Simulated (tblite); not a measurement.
Record of a relaxation.

Compound: C4H4BBrF2.
SMILES with atom numbers: `[CH2:1]=[CH:2]/[CH:3]=[C:4](\[Br:5])[B:6]([F:7])[F:8]` (hydrogens: H9, H10 on C1; H11 on C2; H12 on C3)

Computed with GFN2-xTB (tblite), gas phase: L-BFGS steps from a force-field or distance-geometry start until the largest atomic force falls under 0.01 eV/Å. 6 of its 29 geometries are shown.

Step 0: E = -691.2317 eV, largest atomic force 3.661 eV/Å
```
atom  x, y, z in Å  |  force x, y, z in eV/Å
C1     -1.762    1.329   -1.036   -0.747   0.532  -0.443
C2     -1.279    0.593   -0.060    1.459  -0.817   0.478
C3      0.115    0.065   -0.110   -2.490   1.101  -0.262
C4      0.651   -0.677    0.845    1.689  -1.121   0.748
Br5    -0.301   -1.183    2.453    0.151   0.162  -0.397
B6      2.123   -1.204    0.716    2.093  -0.865   0.234
F7      2.711   -2.011    1.761   -1.122   1.999  -2.854
F8      2.928   -0.874   -0.442   -1.780  -0.958   2.943
H9     -2.780    1.701   -0.972    0.282  -0.002  -0.205
H10    -1.183    1.575   -1.904    0.004   0.103  -0.174
H11    -1.913    0.373    0.797    0.438  -0.119  -0.102
H12     0.692    0.312   -0.988    0.022  -0.015   0.034
```

Step 6: E = -691.9225 eV, largest atomic force 0.161 eV/Å
```
atom  x, y, z in Å  |  force x, y, z in eV/Å
C1     -1.766    1.331   -1.039   -0.062   0.090  -0.118
C2     -1.258    0.586   -0.061   -0.045  -0.036   0.087
C3      0.079    0.068   -0.094   -0.067   0.021   0.007
C4      0.682   -0.690    0.844   -0.133   0.044   0.017
Br5    -0.277   -1.176    2.423   -0.026  -0.043   0.097
B6      2.126   -1.206    0.730    0.128  -0.051   0.004
F7      2.706   -1.947    1.646    0.058  -0.024   0.002
F8      2.879   -0.925   -0.319   -0.009   0.000   0.003
H9     -2.774    1.707   -0.988    0.042   0.010  -0.050
H10    -1.191    1.584   -1.915   -0.022   0.021  -0.020
H11    -1.874    0.357    0.799    0.103  -0.061   0.043
H12     0.671    0.309   -0.965    0.033   0.029  -0.073
```

Step 11: E = -691.9262 eV, largest atomic force 0.029 eV/Å
```
atom  x, y, z in Å  |  force x, y, z in eV/Å
C1     -1.769    1.335   -1.044   -0.007  -0.004   0.010
C2     -1.263    0.588   -0.062    0.020  -0.007  -0.001
C3      0.075    0.070   -0.095    0.004  -0.008   0.012
C4      0.676   -0.689    0.845   -0.006  -0.010   0.024
Br5    -0.279   -1.181    2.434    0.013   0.004  -0.017
B6      2.127   -1.208    0.733    0.007  -0.006   0.002
F7      2.716   -1.950    1.644   -0.003   0.002   0.000
F8      2.878   -0.926   -0.317   -0.020   0.012  -0.009
H9     -2.775    1.713   -0.997   -0.006   0.016  -0.024
H10    -1.193    1.588   -1.919   -0.009  -0.002   0.010
H11    -1.862    0.348    0.807    0.009   0.005  -0.015
H12     0.670    0.312   -0.968   -0.003  -0.002   0.007
```

Step 17: E = -691.9264 eV, largest atomic force 0.020 eV/Å
```
atom  x, y, z in Å  |  force x, y, z in eV/Å
C1     -1.769    1.334   -1.043    0.005  -0.001  -0.001
C2     -1.262    0.588   -0.062    0.004  -0.001  -0.001
C3      0.075    0.069   -0.093    0.006  -0.004   0.003
C4      0.676   -0.690    0.848    0.008  -0.002  -0.002
Br5    -0.278   -1.182    2.434   -0.007  -0.003   0.010
B6      2.127   -1.208    0.734   -0.010   0.004   0.000
F7      2.717   -1.950    1.643    0.002   0.007  -0.013
F8      2.873   -0.923   -0.319   -0.003   0.001  -0.001
H9     -2.775    1.715   -1.002   -0.011   0.002   0.005
H10    -1.194    1.587   -1.918    0.016   0.000  -0.012
H11    -1.860    0.348    0.806   -0.007   0.000   0.006
H12     0.671    0.311   -0.966   -0.002  -0.002   0.006
```

Step 22: E = -691.9266 eV, largest atomic force 0.021 eV/Å
```
atom  x, y, z in Å  |  force x, y, z in eV/Å
C1     -1.767    1.334   -1.045    0.002   0.000  -0.002
C2     -1.262    0.588   -0.061   -0.004   0.002  -0.001
C3      0.075    0.068   -0.090   -0.011   0.001   0.005
C4      0.673   -0.692    0.852   -0.008   0.001   0.005
Br5    -0.280   -1.184    2.439   -0.005   0.002   0.000
B6      2.125   -1.207    0.733    0.010  -0.001  -0.005
F7      2.723   -1.948    1.637    0.006  -0.004   0.003
F8      2.863   -0.917   -0.324    0.004   0.001  -0.006
H9     -2.773    1.715   -1.004    0.020  -0.006  -0.003
H10    -1.188    1.586   -1.919   -0.006  -0.005   0.014
H11    -1.863    0.349    0.806    0.007   0.005  -0.012
H12     0.675    0.307   -0.960   -0.013   0.005   0.001
```

Step 28: E = -691.9267 eV, largest atomic force 0.010 eV/Å
```
atom  x, y, z in Å  |  force x, y, z in eV/Å
C1     -1.764    1.333   -1.045   -0.003   0.002  -0.001
C2     -1.263    0.588   -0.060   -0.001   0.000   0.002
C3      0.074    0.067   -0.087    0.003  -0.001   0.001
C4      0.672   -0.693    0.855   -0.002  -0.003   0.006
Br5    -0.282   -1.185    2.441    0.004   0.000  -0.004
B6      2.124   -1.206    0.732    0.001   0.000   0.000
F7      2.727   -1.947    1.633    0.000   0.001  -0.002
F8      2.859   -0.914   -0.328    0.001  -0.001   0.001
H9     -2.769    1.715   -1.007   -0.008   0.004  -0.002
H10    -1.185    1.584   -1.919    0.009  -0.003  -0.001
H11    -1.865    0.350    0.806   -0.005  -0.001   0.005
H12     0.672    0.307   -0.958    0.001   0.003  -0.005
```

Problem. Summarise the path.

Solution. The energy falls by 16.03 kcal/mol from step 0 to step 28; nine tenths of that is first reached at step 3. It falls at every step. The largest force goes from 3.661 to 0.010 eV/Å. Among the bonds B6–F7 changes most, from 1.444 to 1.313 Å; the atoms move by 0.065 Å rms after alignment.

Problem. Follow the three bonds and two angles with the largest change from start to end.

Solution. 
```tsv
step	E above end (kcal/mol)	largest force (eV/Å)	B6–F7 (Å)	B6–F8 (Å)	C2–C3 (Å)	F7–B6–F8 (°)	C4–C3–H12 (°)
0	16.03	3.661	1.444	1.448	1.492	118.7	119.9
1	5.79	2.345	1.371	1.386	1.430	120.6	116.1
2	2.24	2.224	1.286	1.309	1.425	121.6	114.8
4	0.40	0.328	1.317	1.323	1.442	117.4	116.0
5	0.17	0.299	1.314	1.321	1.438	115.7	116.2
6	0.10	0.161	1.313	1.321	1.434	115.0	116.1
7	0.06	0.133	1.312	1.321	1.433	114.8	116.2
9	0.02	0.070	1.313	1.321	1.434	114.7	116.2
10	0.01	0.051	1.314	1.321	1.435	114.7	116.2
11	0.01	0.029	1.313	1.321	1.435	114.7	116.2
12	0.01	0.030	1.313	1.321	1.435	114.7	116.3
13	0.01	0.018	1.313	1.321	1.435	114.8	116.3
15	0.01	0.012	1.313	1.321	1.435	114.8	116.3
16	0.01	0.014	1.313	1.321	1.435	114.8	116.3
17	0.01	0.020	1.313	1.321	1.435	114.9	116.2
18	0.01	0.021	1.313	1.321	1.435	114.9	116.2
19	0.00	0.016	1.313	1.321	1.435	114.9	116.1
21	0.00	0.019	1.313	1.321	1.435	114.8	116.1
22	0.00	0.021	1.313	1.321	1.435	114.8	116.1
23	0.00	0.018	1.313	1.321	1.435	114.8	116.1
24	0.00	0.011	1.313	1.321	1.435	114.8	116.1
26	0.00	0.013	1.313	1.321	1.435	114.8	116.1
27	0.00	0.011	1.313	1.322	1.435	114.8	116.1
28	0.00	0.010	1.313	1.322	1.434	114.8	116.1
```

What follows is the cost of the whole relaxation. Time: 0.26 s of wall time. Hardware: an Arm Neoverse N1 with one thread (shared host).
